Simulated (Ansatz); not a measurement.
Species: CH10Si3, SMILES `C[SiH2][SiH2][SiH3]` (C–Si–Si–Si torsion 59°) (charge 0, multiplicity 1).

Q: Give a relaxed geometry from B3LYP-D3(BJ)/def2-TZVP (Ansatz, a first-principles code).

A: One answer among several that fit: the end point of this relaxation, one of several conformers (outside a Z-matrix the atoms follow the SMILES, hydrogens last).
Z-matrix (Å, degrees):
```
Si
H 1 1.4861
H 1 1.4874 2 107.93
Si 1 2.3443 2 109.59 3 118.44
H 4 1.4836 1 112.08 2 -59.86
H 4 1.4840 5 108.59 1 -121.60
H 4 1.4850 5 108.36 6 -117.16
Si 1 2.3452 2 110.86 3 -120.44
H 8 1.4858 1 110.15 2 57.70
H 8 1.4860 9 107.62 1 118.01
C 8 1.8815 9 110.20 10 120.01
H 11 1.0911 8 110.95 9 -58.54
H 11 1.0913 12 108.11 8 -121.64
H 11 1.0914 12 108.13 13 -116.62
```
